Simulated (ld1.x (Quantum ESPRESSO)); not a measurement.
Configuration tests for antimony (TM)

| Property | Result |
| --- | --- |
| Element | Sb |
| Generator | ld1.x (Quantum ESPRESSO) 7.5 |
| Type | norm-conserving Troullier–Martins (Kleinman–Bylander form) |
| Functional | LDA (PZ) |
| Relativity | scalar-relativistic |
| Frozen core | [Kr] |
| Valence charge | 15 |
| Reference configuration | 4d10 5s2 5p3 |
| Partial waves | 5p (bound): rc 2.35 bohr; 4d (bound): rc 1.15 bohr; 5s (bound): rc 1.60 bohr |
| Local potential | the s channel |
| Core correction | Bessel-smoothed model core, default radius (core density twice the valence density) |

Energies are relative to the spin-unpolarised reference configuration 4d10 5s2 5p3; without spin polarisation the order of configurations can differ from experiment. Spin-polarised rows fill each open shell by Hund’s rule, majority spin first. Not all tests gave a result: 1 of 9 tests not solved or not reliable.

| valence configuration | charge | ΔE all-electron (eV) | error AE − PS (meV) |
| --- | --- | --- | --- |
| 4d10 5s2 5p2 | +1 | 8.521 | -1.2 |
| 4d10 5s2 5p1 | +2 | 24.774 | -1.9 |
| 4d9 5s2 5p4 | 0 | 31.004 | -400 |
| 4d10 5s2 5p2.5 | +0.5 | 3.355 | -0.5 |
| 4d10 5s2 5p3.3 | -0.3 | -1.207 | +0.4 |
| 4d10 5s2 5p2 (spin-polarised) | +1 | 7.930 | +3.7 |

Q: What are ΔE and the potential's error for 4d10 5s2 5p3 (spin-polarised)?

A: ΔE = -1.092 eV all-electron; the error (AE − PS) is +8.6 meV.

Q: What are ΔE and the potential's error for 4d10 5s2 5p0?

A: ΔE = 49.559 eV all-electron; the error (AE − PS) is -4.4 meV.

Levels in the configuration 4d10 5s2 5p2.5:

```tsv
level	all-electron (eV)	pseudo (eV)
4d	-37.628	-37.601
5s	-16.874	-16.872
5p	-8.476	-8.476
```
